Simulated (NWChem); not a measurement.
System: TaN2H3F2; SMILES [NH2][Ta]([F])([F])=[NH]

NWChem input:

```
start job
memory heap 200 mb stack 900 mb global 1100 mb
geometry units angstroms
  Ta     0.012136    -0.013881    -0.023971
  N      0.718706    -0.944369    -1.379032
  H      1.104168    -1.553708    -2.086490
  F      1.030559    -0.165181     1.568157
  F     -1.761039    -0.551546     0.378141
  N      0.033318     1.856391    -0.681166
  H      0.350785     2.257380    -1.556572
  H     -0.316063     2.623841    -0.109992
end
basis spherical
  * library def2-svp
end
ecp
  Ta library def2-ecp
end
dft
  xc pbe0
  iterations 150
end
driver
  maxiter 120
end
task dft optimize
```

Parts of the log:

```
             Northwest Computational Chemistry Package (NWChem) 7.3.0
             --------------------------------------------------------

 CS  symmetry detected

                             Geometry "geometry" -> ""
                             -------------------------

 Output coordinates in angstroms (scale by  1.889725989 to convert to a.u.)

  No.       Tag          Charge          X              Y              Z
 ---- ---------------- ---------- -------------- -------------- --------------
    1 Ta                  73.0000    -0.03067424    -0.01720584     0.00000000
    2 N                    7.0000    -1.67714533     0.68305963     0.00000000
    3 H                    1.0000    -2.64204585     0.98195555     0.00000000
    4 F                    9.0000     0.30222457    -1.08702234     1.52957787
    5 F                    9.0000     0.30222457    -1.08702234    -1.52957787
    6 N                    7.0000     1.15278581     1.57329521     0.00000000
    7 H                    1.0000     0.94472594     2.56557753     0.00000000
    8 H                    1.0000     2.16701406     1.48041149     0.00000000

 Effective nuclear repulsion energy (a.u.)     784.1452492787

      Symmetry information
      --------------------

 Group name             Cs
 Group number              2
 Group order               2
 No. of unique centers     7

                                Z-matrix (autoz)
                                --------

 Units are Angstrom for bonds and degrees for angles

      Type          Name      I     J     K     L     M      Value
      ----------- --------  ----- ----- ----- ----- ----- ----------
    1 Stretch                  1     2                       1.78920
    2 Stretch                  1     4                       1.89603
    3 Stretch                  1     5                       1.89603
    4 Stretch                  1     6                       1.98249
    5 Stretch                  2     3                       1.01013
    6 Stretch                  6     7                       1.01386
    7 Stretch                  6     8                       1.01847
    8 Bend                     1     2     3               174.17066
    9 Bend                     1     6     7               131.50569
   10 Bend                     1     6     8               121.41961
   11 Bend                     2     1     4               112.48274
   12 Bend                     2     1     5               112.48274
   13 Bend                     2     1     6               103.61152
   14 Bend                     4     1     5               107.55450
   15 Bend                     4     1     6               110.35668
   16 Bend                     5     1     6               110.35668
   17 Bend                     7     6     8               107.07470
   18 Torsion                  2     1     6     7           0.00000
   19 Torsion                  2     1     6     8         180.00000
   20 Torsion                  3     2     1     4         -60.81911
   21 Torsion                  3     2     1     5          60.81911
   22 Torsion                  3     2     1     6         180.00000
   23 Torsion                  4     1     6     7        -120.63106
   24 Torsion                  4     1     6     8          59.36894
   25 Torsion                  5     1     6     7         120.63106
   26 Torsion                  5     1     6     8         -59.36894

                           NWChem Geometry Optimization
                           ----------------------------

 maximum gradient threshold         (gmax) =   0.000450
 rms gradient threshold             (grms) =   0.000300
 maximum cartesian step threshold   (xmax) =   0.001800
 rms cartesian step threshold       (xrms) =   0.001200
 fixed trust radius                (trust) =   0.300000
 source of zmatrix                         =   autoz

          -------------------
          Energy Minimization
          -------------------

 Using diagonal initial Hessian
 Scaling for Hessian diagonals: bonds = 1.00  angles = 0.25  torsions = 0.10

          --------
          Step   0

                                 NWChem DFT Module
                                 -----------------

 Summary of "ao basis" -> "ao basis" (spherical)
 ------------------------------------------------------------------------------
       Tag                 Description            Shells   Functions and Types
 ---------------- ------------------------------  ------  ---------------------
 Ta                         def2-svp                12       32   6s3p2d1f
 N                          def2-svp                 6       14   3s2p1d
 H                          def2-svp                 3        5   2s1p
 F                          def2-svp                 6       14   3s2p1d

      Symmetry analysis of basis
      --------------------------

        a'         68
        a"         35

            General Information
            -------------------
          SCF calculation type: DFT
          Wavefunction type:  closed shell.
          No. of atoms     :     8
          No. of electrons :    48
           Alpha electrons :    24
            Beta electrons :    24
          Charge           :     0
          Spin multiplicity:     1
          Use of symmetry is: on ; symmetry adaption is: on
          Maximum number of iterations: 150
          AO basis - number of functions:   103
                     number of shells:    45
          Convergence on energy requested:  1.00D-06
          Convergence on density requested:  1.00D-05
          Convergence on gradient requested:  5.00D-04

              XC Information
              --------------
                         PBE0 Method XC Functional
                     Hartree-Fock (Exact) Exchange  0.250
          PerdewBurkeErnzerhof Exchange Functional  0.750
            Perdew 1991 LDA Correlation Functional  1.000 local
           PerdewBurkeErnz. Correlation Functional  1.000 non-local

             Grid Information
             ----------------
          Grid used for XC integration:  medium
          Radial quadrature: Mura-Knowles
          Angular quadrature: Lebedev.
          Tag              B.-S. Rad. Rad. Pts. Rad. Cut. Ang. Pts.
          ---              ---------- --------- --------- ---------
          Ta                  1.45      123           9.0       590
          N                   0.65       49          11.0       434
          H                   0.35       45          12.0       434
          F                   0.50       49          11.0       434
          Grid pruning is: on
          Number of quadrature shells:   405
          Spatial weights used:  Erf1

      Superposition of Atomic Density Guess
      -------------------------------------

 Sum of atomic energies:        -370.48987782

      Non-variational initial energy
      ------------------------------

 Total energy =    -365.284961
 1-e energy   =    -941.598981
 2-e energy   =     364.717337
 HOMO         =      -0.367717
 LUMO         =      -0.022952

      Symmetry analysis of molecular orbitals - initial
      -------------------------------------------------

  Numbering of irreducible representations:

     1 a'          2 a"

  Orbital symmetries:

     1 a'          2 a"          3 a'          4 a'          5 a'
     6 a'          7 a"          8 a'          9 a'         10 a"
    11 a'         12 a'         13 a'         14 a"         15 a'
    16 a"         17 a'         18 a"         19 a'         20 a'
    21 a'         22 a'         23 a"         24 a"         25 a'
    26 a'         27 a'         28 a"         29 a'         30 a'
    31 a"         32 a'         33 a"         34 a'

[...]

      ----------------------
      Optimization converged
      ----------------------

  Step       Energy      Delta E   Gmax     Grms     Xrms     Xmax
  ---- ---------------- -------- -------- -------- -------- --------
@    7    -367.65568859 -2.1D-07  0.00010  0.00003  0.00068  0.00153
                                     ok       ok       ok       ok

                                Z-matrix (autoz)
                                --------

 Units are Angstrom for bonds and degrees for angles

      Type          Name      I     J     K     L     M      Value     Gradient
      ----------- --------  ----- ----- ----- ----- ----- ---------- ----------
    1 Stretch                  1     2                       1.76064    0.00006
    2 Stretch                  1     4                       1.89766    0.00005
    3 Stretch                  1     5                       1.89766    0.00005
    4 Stretch                  1     6                       1.96469   -0.00010
    5 Stretch                  2     3                       1.01246    0.00001
    6 Stretch                  6     7                       1.01508    0.00002
    7 Stretch                  6     8                       1.01912   -0.00001
    8 Bend                     1     2     3               172.81704    0.00000
    9 Bend                     1     6     7               127.17133    0.00002
   10 Bend                     1     6     8               122.83727    0.00001
   11 Bend                     2     1     4               110.82541    0.00000
   12 Bend                     2     1     5               110.82541    0.00000
   13 Bend                     2     1     6               102.96949    0.00002
   14 Bend                     4     1     5               111.21057    0.00002
   15 Bend                     4     1     6               110.36468   -0.00002
   16 Bend                     5     1     6               110.36468   -0.00002
   17 Bend                     7     6     8               109.99140   -0.00003
   18 Torsion                  2     1     6     7           0.00000    0.00000
   19 Torsion                  2     1     6     8         180.00000    0.00000
   20 Torsion                  3     2     1     4         -61.98729   -0.00002
   21 Torsion                  3     2     1     5          61.98729    0.00002
   22 Torsion                  3     2     1     6         180.00000    0.00000
   23 Torsion                  4     1     6     7        -118.33595   -0.00000
   24 Torsion                  4     1     6     8          61.66405   -0.00000
   25 Torsion                  5     1     6     7         118.33595    0.00000
   26 Torsion                  5     1     6     8         -61.66405    0.00000

                         Geometry "geometry" -> "geometry"
                         ---------------------------------

 Output coordinates in angstroms (scale by  1.889725989 to convert to a.u.)

  No.       Tag          Charge          X              Y              Z
 ---- ---------------- ---------- -------------- -------------- --------------
    1 Ta                  73.0000    -0.01297134    -0.02211883     0.00000000
    2 N                    7.0000    -1.62542432     0.68488444     0.00000000
    3 H                    1.0000    -2.59622729     0.97231643     0.00000000
    4 F                    9.0000     0.27038775    -1.05596196     1.56588534
    5 F                    9.0000     0.27038775    -1.05596196    -1.56588534
    6 N                    7.0000     1.15966802     1.55424009     0.00000000
    7 H                    1.0000     0.87675265     2.52909279     0.00000000
    8 H                    1.0000     2.17653631     1.48655788     0.00000000

 Effective nuclear repulsion energy (a.u.)     788.3535393096

      Symmetry information
      --------------------

 Group name             Cs
 Group number              2
 Group order               2
 No. of unique centers     7

                Final and change from initial internal coordinates
                --------------------------------------------------

                                Z-matrix (autoz)
                                --------

 Units are Angstrom for bonds and degrees for angles

      Type          Name      I     J     K     L     M      Value       Change
      ----------- --------  ----- ----- ----- ----- ----- ---------- ----------
    1 Stretch                  1     2                       1.76064   -0.02856
    2 Stretch                  1     4                       1.89766    0.00163
    3 Stretch                  1     5                       1.89766    0.00163
    4 Stretch                  1     6                       1.96469   -0.01781
    5 Stretch                  2     3                       1.01246    0.00233
    6 Stretch                  6     7                       1.01508    0.00122
    7 Stretch                  6     8                       1.01912    0.00065
    8 Bend                     1     2     3               172.81704   -1.35362
    9 Bend                     1     6     7               127.17133   -4.33436
   10 Bend                     1     6     8               122.83727    1.41766
   11 Bend                     2     1     4               110.82541   -1.65733
   12 Bend                     2     1     5               110.82541   -1.65733
   13 Bend                     2     1     6               102.96949   -0.64203
   14 Bend                     4     1     5               111.21057    3.65606
   15 Bend                     4     1     6               110.36468    0.00799
   16 Bend                     5     1     6               110.36468    0.00799
   17 Bend                     7     6     8               109.99140    2.91670
   18 Torsion                  2     1     6     7           0.00000    0.00000
   19 Torsion                  2     1     6     8         180.00000    0.00000
   20 Torsion                  3     2     1     4         -61.98729   -1.16818
   21 Torsion                  3     2     1     5          61.98729    1.16818
   22 Torsion                  3     2     1     6         180.00000    0.00000
   23 Torsion                  4     1     6     7        -118.33595    2.29511
   24 Torsion                  4     1     6     8          61.66405    2.29511
   25 Torsion                  5     1     6     7         118.33595   -2.29511
   26 Torsion                  5     1     6     8         -61.66405   -2.29511

 ==============================================================================
                                internuclear distances
 ------------------------------------------------------------------------------
       center one      |      center two      | atomic units |  angstroms
 ------------------------------------------------------------------------------
    2 N                |   1 Ta               |     3.32713  |     1.76064
    3 H                |   2 N                |     1.91327  |     1.01246
    4 F                |   1 Ta               |     3.58606  |     1.89766
    5 F                |   1 Ta               |     3.58606  |     1.89766
    6 N                |   1 Ta               |     3.71272  |     1.96469
    7 H                |   6 N                |     1.91822  |     1.01508
    8 H                |   6 N                |     1.92585  |     1.01912
 ------------------------------------------------------------------------------
                         number of included internuclear distances:          7
 ==============================================================================
```

Level: PBE0/def2-SVP with def2 effective core potentials on Ta. No frequency run checked for a minimum. def2 effective core potentials on Ta; no spin-orbit coupling.
